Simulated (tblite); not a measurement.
C7H9N2 (doublet state).
Z-matrix (Å and degrees, GFN2-xTB geometry), rows numbered from 1:
```
N 
C   1  1.3058
C   2  1.4348  1  124.03
C   3  1.3665  2  121.47  1  -174.42
C   4  1.3967  3  120.19  2    -1.31
C   5  1.3894  4  119.95  3    -0.38
C   6  1.3776  5  121.66  4    -0.34
C   7  1.5036  2  119.11  1    -4.69
N   8  1.4544  7  112.48  2    61.42
H   1  1.0177  2  113.45  3    -5.56
H   3  1.0820  2  117.79  1     2.97
H   4  1.0806  3  120.18  2   178.77
H   5  1.0794  4  120.03  3  -179.43
H   6  1.0814  5  119.33  4  -178.62
H   8  1.0941  7  109.82  2  -177.73
H   8  1.0930  7  109.92  2   -58.11
H   9  1.0154  8  110.24  7    51.95
H   9  1.0160  8  108.44  7   -66.19
```

Structure optimised with GFN2-xTB, isolated species. This method treats the open shell by occupation alone, without spin polarisation.

Take the most abundant isotopes and a rigid rotor. The values belong to one conformer with, in the numbering `[NH:1][c:2]1[cH:3][cH:4][cH:5][cH:6][c:7]1[CH2:8][NH2:9]`, H–N1–C2–C3 -6°, C6–C7–C8–N9 -117°, C7–C8–N9–H 52° and -66°.

Task: What are A, B and C (cm⁻¹)?

Result: Ia = 170.14, Ib = 348.83, Ic = 489.78 u·Å²; 505379 MHz·u·Å²/I gives 2970, 1449 and 1032 MHz, that is A = 0.09908, B = 0.04833, C = 0.03442 cm⁻¹.

Task: What kind of rotor is it?

Result: An asymmetric top: κ = (2 × 1449 − 2970 − 1032)/(2970 − 1032) = -0.57.

Task: Is it planar, by Δ = Ic − Ia − Ib?

Result: Not planar: Δ = Ic − Ia − Ib = -29.19 u·Å². For a rigid frame Δ = −2 Σ m c², so Σ m c² = 14.60 u·Å² lies off the ab plane: 5.12 from hydrogen and 9.47 from heavier atoms. The atom farthest from that plane is 1.49 Å away.

Task: Give the other two planar moments, Paa and Pbb, and the rms extents of the mass along the axes.

Result: Paa = Σ m a² = (Ib + Ic − Ia)/2 = 334.23 and Pbb = Σ m b² = (Ia + Ic − Ib)/2 = 155.54 u·Å². With the mass M = 121.08 u, the rms extents √(P/M) along a, b and c are 1.66, 1.13, 0.35 Å.

Task: List the rotational levels J(Ka,Kc) to J = 2 (K).

Result: Above 0(0,0), as E/k:
J = 1: 1(0,1) 0.119, 1(1,1) 0.192, 1(1,0) 0.212
J = 2: 2(0,2) 0.354, 2(1,2) 0.410, 2(1,1) 0.470, 2(2,1) 0.689, 2(2,0) 0.693

Task: Estimate the classical rotational partition function at 25 K, 50 K and 298.15 K.

Result: Point group C1, symmetry number σ = 1; q = (√π/σ)·√((kT/h)³/(ABC)), k/h = 20836.6 MHz/K: 10000 at 25 K, 28300 at 50 K, 412000 at 298.15 K.

For this open shell read J as N, the rotation without spin; fine and hyperfine splittings come on top. Its GFN2-xTB frequencies are all real (lowest 54 cm⁻¹). No vibrational averaging or centrifugal distortion is included, and the geometry carries the error of its method.

All values are computed, not measured.
